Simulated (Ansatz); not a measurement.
C2H8Si2, SMILES `[SiH3]/C=C\[SiH3]`, relaxed with RKS PBE-D4/def2-SVP in the Gaussian-basis code of Ansatz from a rough embedded geometry. The force threshold is 0.03 eV/Å; the program also tests the step.

Total charge 0; spin multiplicity 1.

Start:

```xyz
12

Si   -0.668   -1.750    0.542
C     0.179   -0.820   -0.852
C     0.528    0.513   -0.942
Si    0.328    1.850    0.256
H    -1.853   -1.045    0.959
H    -0.953   -3.113    0.069
H     0.300   -1.791    1.692
H     0.390   -1.485   -1.689
H     0.982    0.827   -1.840
H     0.867    1.547    1.590
H    -1.126    2.194    0.450
H     1.024    3.073   -0.233
```

Task: By how much does the energy fall, and how many steps does the optimiser take? (An estimate is asked.)

Result: Ansatz gave: 28.26 kJ/mol, in 9 steps.

Task: Which bonds change most? (Estimate.)

Result: The calculation gave: C3–Si4 from 1.807 to 1.888 Å; Si1–H5 from 1.441 to 1.505 Å; C3–H9 from 1.054 to 1.108 Å; Si1–H6 from 1.470 to 1.505 Å.

Task: Give the relaxed structure. (An estimate is asked.)

Result: Computed: 
```xyz
12

Si   -0.497   -1.699    0.611
C     0.262   -0.836   -0.887
C     0.490    0.494   -1.034
Si    0.164    1.850    0.238
H    -1.469   -0.795    1.321
H    -1.227   -2.929    0.139
H     0.564   -2.134    1.591
H     0.535   -1.497   -1.734
H     0.929    0.833   -1.994
H     0.315    1.325    1.641
H    -1.222    2.425    0.085
H     1.155    2.962    0.022
```
